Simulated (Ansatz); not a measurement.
`C=C1N[SiH2]1`, 9 atoms. Total charge 0; spin multiplicity 1. All runs use 2 threads of an Arm Neoverse V1 on a shared host. Correlated methods freeze the cores.

(1) How many basis functions does each run have, and how long does it take in Ansatz? RKS ωB97M-V/def2-SVP energy; RHF-CCSD(T)/def2-TZVPP energy; RHF-CCSD(T)/def2-SVP energy; RKS PBE0-D4/def2-SVP energy; RKS SPW92 (LDA)/def2-TZVPP energy; RKS CAM-B3LYP-D4/def2-TZVPP energy; RKS revPBE-D4/def2-TZVPP energy; RKS PBE0-D4/def2-TZVP frequencies; RKS BHLYP-D4/def2-TZVPP energy; RHF-MP2/def2-QZVPP energy; RKS ωB97M-V/def2-QZVPP energy; RKS PBE0-D4/def2-TZVP relaxation (10 steps). (Best estimate.)

## Answers

(1) The calculation gave: Other jobs shared the machine, so times are rough.

```json
{"level": "RKS PBE0-D4/def2-SVP", "job": "energy", "functions": "85", "wall time": "1.1 s", "peak host memory (GiB)": "0.15"}
{"level": "RKS SPW92 (LDA)/def2-TZVPP", "job": "energy", "functions": "205", "wall time": "1.8 s", "peak host memory (GiB)": "0.21"}
{"level": "RKS revPBE-D4/def2-TZVPP", "job": "energy", "functions": "205", "wall time": "2.1 s", "peak host memory (GiB)": "0.22"}
{"level": "RHF-CCSD(T)/def2-SVP", "job": "energy", "functions": "85", "wall time": "2.6 s", "peak host memory (GiB)": "0.27"}
{"level": "RKS BHLYP-D4/def2-TZVPP", "job": "energy", "functions": "205", "wall time": "3 s", "peak host memory (GiB)": "0.39"}
{"level": "RKS CAM-B3LYP-D4/def2-TZVPP", "job": "energy", "functions": "205", "wall time": "3.3 s", "peak host memory (GiB)": "0.42"}
{"level": "RKS ωB97M-V/def2-SVP", "job": "energy", "functions": "85", "wall time": "4.5 s", "peak host memory (GiB)": "0.23"}
{"level": "RKS ωB97M-V/def2-QZVPP", "job": "energy", "functions": "391", "wall time": "19 s", "peak host memory (GiB)": "1.2"}
{"level": "RHF-MP2/def2-QZVPP", "job": "energy", "functions": "391", "wall time": "21 s", "peak host memory (GiB)": "1.8"}
{"level": "RKS PBE0-D4/def2-TZVP", "job": "relaxation (10 steps)", "functions": "160", "wall time": "34 s", "peak host memory (GiB)": "0.32"}
{"level": "RHF-CCSD(T)/def2-TZVPP", "job": "energy", "functions": "205", "wall time": "62 s", "peak host memory (GiB)": "2.6"}
{"level": "RKS PBE0-D4/def2-TZVP", "job": "frequencies", "functions": "160", "wall time": "120 s", "peak host memory (GiB)": "0.33"}
```
